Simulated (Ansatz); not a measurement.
`C[Se][GaH2]` + `BN` → `B[NH][GaH2]` + `C[SeH]` at 298.15 K and 1 bar (ligand exchange at a Ga–Se bond).

Computed with Ansatz on PBE0-D4/def2-TZVP structures; ΔE is electronic, products minus reactants. CCSD(T)/CBS is the MP2 limit (def2-TZVPP, def2-QZVPP) plus CCSD(T) − MP2 in def2-TZVPP, frozen cores. This one scheme is used for every species. For Ga, Se outer-core shells are correlated without core-valence functions, which leaves a few kJ/mol of doubt a bond. Scalar relativity is left out up to krypton.

| species | CCSD(T)/CBS energy (Eh) | H − E (kJ/mol) | S (J/(mol·K)) |
| --- | --- | --- | --- |
| `C[Se][GaH2]` | -4365.72567 | 153.6 | 336.2 |
| `BN` | -81.93499 | 137.2 | 228.1 |
| `B[NH][GaH2]` | -2006.47671 | 151.2 | 298.6 |
| `C[SeH]` | -2441.15625 | 129.5 | 267.5 |

H − E and S are ideal-gas, rigid-rotor, harmonic terms from PBE0-D4/def2-TZVP. 1 Eh = 2625.50 kJ/mol, R = 8.31446 J/(mol·K).

Q: By hand: ΔE, ΔH, ΔS and ΔG.

A: ΔE = (-2006.47671) + (-2441.15625) − (-4365.72567) − (-81.93499) = 0.02770 Eh = 72.7 kJ/mol. Δ(H − E) = 151.2 + 129.5 − 153.6 − 137.2 = -10.1, so ΔH = 62.6 kJ/mol. ΔS = 298.6 + 267.5 − 336.2 − 228.1 = 1.8 J/(mol·K). ΔG = 62.6 − 298.15 × (1.8)/1000 = 62.1 kJ/mol.

Q: By hand: the equilibrium constant, and the temperature at which ΔG would vanish if ΔH and ΔS stayed fixed.

A: log₁₀ K = −ΔG/(RT ln 10) = -10.9. ΔG = 0 at ΔH/ΔS = 34778 K, far beyond where these terms or the molecules hold.

The number of gas molecules stays the same, so ΔS is small and ΔH decides. A doubt of 5 kJ/mol in ΔE shifts log₁₀ K by 0.9 here. These are equilibria of isolated gas molecules and say nothing of rates. Largest T1 diagnostic: 0.013 (customary marks: 0.02 for closed shells, 0.045 for open ones).
